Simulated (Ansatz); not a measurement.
`[SeH2+][InH3-]`, relaxed with RKS PBE0-D4/def2-TZVP in Ansatz from a PBE-D4/def2-SVP geometry. The force threshold is 0.005 eV/Å; the program also tests the step.

Charge 0, multiplicity 1. In takes the def2 core potential.

Start:

```xyz
7

Se   -0.406    1.724   -0.171
In    0.381   -1.177   -0.381
H     0.396    1.943    1.060
H    -1.610    1.422    0.643
H    -1.183   -1.758    0.153
H     0.744   -1.117   -2.090
H     1.678   -1.037    0.786
```

```tsv
step	energy (eV)	largest force (eV/Å)	largest move (Å)
1	-70596.2701	0.386	0.000
2	-70596.2746	0.172	0.062
3	-70596.2840	0.044	0.049
4	-70596.2845	0.006	0.015
5	-70596.2846	0.001	0.006
```

End:

```xyz
7

Se   -0.404    1.700   -0.163
In    0.376   -1.168   -0.376
H     0.396    1.939    1.044
H    -1.601    1.424    0.641
H    -1.166   -1.755    0.144
H     0.738   -1.104   -2.065
H     1.661   -1.036    0.776
```

Hardware: 4 threads of an Arm Neoverse V2 on a shared host. Wall time 8 s, peak host memory 0.19 GiB.
